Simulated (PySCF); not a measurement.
Species: [CuMe2]-, C2H6Cu (charge -1 and singlet state).
SMILES: `[CH3][Cu-][CH3]`

The closed-shell ground state was solved at several levels (PySCF, density fitting, gas phase, non-relativistic). Isolated species at its PBE0-D3(BJ)/def2-SVP geometry, gas phase. The geometry's basis has no diffuse functions, a weakness for an anion. Where the HOMO energy is positive, the finite basis confines the outermost electrons. No diffuse functions stand in pcJ-1 (pcSseg-1 on Cu) and pcSseg-1 (pcSseg-2 on Cu), which bears on an anion's orbital energies.

```tsv
level	basis functions	total energy (Eh)	HOMO (eV)	LUMO (eV)	gap (eV)
B3LYP/pcSseg-1 (pcSseg-2 on Cu)	137	-1720.4592	-0.13	5.65	5.78
CAM-B3LYP/def2-SVPD	122	-1720.1292	-1.93	5.02	6.95
PBE/pcJ-1 (pcSseg-1 on Cu)	159	-1719.8453	0.99	5.12	4.13
PBE0/pcSseg-1 (pcSseg-2 on Cu)	137	-1720.0417	-0.29	5.95	6.24
```

Task: Estimate the row for PBE/pcSseg-1 (pcSseg-2 on Cu), a basis of 137 functions; the other rows only guide the guess.

Result: Total energy -1720.0441 Eh, HOMO 0.93 eV, LUMO 5.18 eV, gap 4.25 eV.

Task: Over all these levels, which gives the widest orbital gap and which the narrowest?

Result: CAM-B3LYP/def2-SVPD (range-separated hybrid) has the widest, 6.95 eV, and PBE/pcJ-1 (pcSseg-1 on Cu) (GGA) the narrowest, 4.13 eV. Functional and basis both differ between the two, so the spread mixes both effects.

Task: In the pcSseg-1 (pcSseg-2 on Cu) basis, how does the gap go with the fixed share of exact exchange?

Result: PBE (0 %) 4.25 eV; B3LYP (20 %) 5.78 eV; PBE0 (25 %) 6.24 eV. Each rise in the share widens the gap here.
